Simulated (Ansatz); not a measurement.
Reaction (formal exchange of groups at the Si–F bond): `F[SiH](Cl)S[SiH2]Cl` + `C1=NCO1` → `Cl[SiH2]S[SiH2]Cl` + `FC1=NCO1`

Isolated molecules relaxed with PBE0-D4/def2-TZVP in Ansatz; ΔE leaves out vibrations. CCSD(T)/CBS adds triple-zeta CCSD(T) − MP2 to the extrapolated MP2 energy (def2 sets, frozen cores). Functionals use def2-TZVPP. One conformer a species, not always the lowest.

```tsv
level	ΔE (kJ/mol)
PBE0	169.0
MP2/CBS(def2)	196.4
```

Question: What does CCSD(T)/CBS give? (An estimate is asked.)

Answer: The calculation gave: +190.7 kJ/mol. The listed levels differ from it by -21.7, 5.7 kJ/mol.

Largest T1 diagnostic among the species: 0.015.
